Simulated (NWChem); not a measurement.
Species: LaCl2 cation; SMILES [Cl][La+][Cl]

Program: NWChem. Geometry: optimised at PBE0/def2-SVP. This spin state was assumed; another may lie lower. def2 effective core potentials on La; no spin-orbit coupling. Level: PBE0/def2-SVPD; the question gives the wavelength of the field.

Problem. Predict the results for field 1065 nm. Quantities: isotropic polarisability (bohr³); anisotropy (bohr³).

Solution. 
```json
{
 "isotropic polarisability (bohr³)": "61.0",
 "anisotropy (bohr³)": "40.5"
}
```
